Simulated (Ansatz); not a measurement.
`B[Se]CC`, charge 0, multiplicity 1.

Question: Give a relaxed structure at PBE0-D4/def2-TZVP (Ansatz). (An estimate is asked.)

Answer: Ansatz gave: 
Cartesian coordinates in Å:
```
B -0.139 1.806 1.270
Se -0.510 1.479 -0.550
C 0.465 -0.198 -0.854
C -0.310 -1.413 -0.399
H 0.562 1.061 1.885
H -0.629 2.779 1.753
H 0.663 -0.225 -1.927
H 1.418 -0.102 -0.334
H 0.252 -2.326 -0.618
H -1.277 -1.482 -0.903
H -0.495 -1.379 0.677
```
This is one stationary point; other conformers may exist.
